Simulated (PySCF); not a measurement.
Simulated characterisation data

- structure optimised with GFN2-xTB
- spin–spin couplings from B3LYP/pcJ-1
- shielding tensors at PBE0/pcSseg-1 (GIAO)
- run in PySCF 2.14
- equivalent nuclei averaged, single conformer, no solvent model, relativity neglected

δ = σ(ref) − σ, references computed at the same level: TMS for ¹H, ¹³C. Multiplet labels drop J under 1 Hz and among equivalent protons, and merge close values. Unscaled 3J(H,H) run several per cent high. Splittings of carbon signals by F and P are missing where no couplings were computed. Where no couplings were computed, multiplicities follow the n + 1 count of equivalent neighbours, and m marks all less simple cases (inequivalent or close neighbours, rings, F or P nearby). Vicinal couplings that depend on rotamer populations or ring flexing (ring, CH–CH, X–H and H–F types) are those of the one conformer. Acid and N–H amide carbonyl carbons lie up to 10 ppm further downfield in solution (hydrogen bonding). Shifts are as computed. Against solution values, carbons near 30 ppm lie about +3 ppm off and those near 130 ppm about +5 ppm. Of 1211 compounds with measured shifts, 218 miss one by over three times the rms of a fit or turn the order of signals round; such compounds aren't used in these exercises. OH and NH positions are gas-phase values without hydrogen bonding to other molecules.

Compound 1 (C4H8FN3Si). ¹H NMR (600 MHz, computed): δ 7.56 (m, 1H), 5.42 (sept, 1H), 0.68 (d, 6H). ¹³C{¹H} NMR (computed): δ 174.6, 126.7, -1.7. Structure: SMILES N1([SiH](C)C)N=CC(F)=N1.

Compound 2 (C8H6FN). ¹H NMR (600 MHz, computed): δ 7.62 (m, 1H), 7.15 (m, 1H), 6.90 (m, 1H), 4.87 (m, 1H), 3.75 (m, 1H), 3.68 (m, 1H). ¹³C{¹H} NMR (computed): δ 165.3, 148.9, 145.7, 133.8, 120.5, 119.1, 61.9, 59.3. Structure: SMILES N#CC1=C[C@@H]2C=C[C@H]1[C@H]2F.

Compound 3 (C2H5NO). ¹H NMR (600 MHz, computed): δ 8.13 (d, J = 1.8 Hz, 1H), 4.27 (br, 1H), 3.12 (d, J = 5.5 Hz, 3H). ¹³C{¹H} NMR (computed): δ 160.1 (CH), 24.2 (CH3). Structure: `C(NC)=O`.

Compound 4 (C6H5FN2O). ¹H NMR (600 MHz, computed): δ 9.65 (m, 1H), 8.08 (m, 1H), 3.17 (s, 3H). ¹³C{¹H} NMR (computed): δ 204.0, 173.0, 160.6, 148.0, 116.6, 30.5. Structure: `c1c(F)cc(C(C)=O)nn1`.
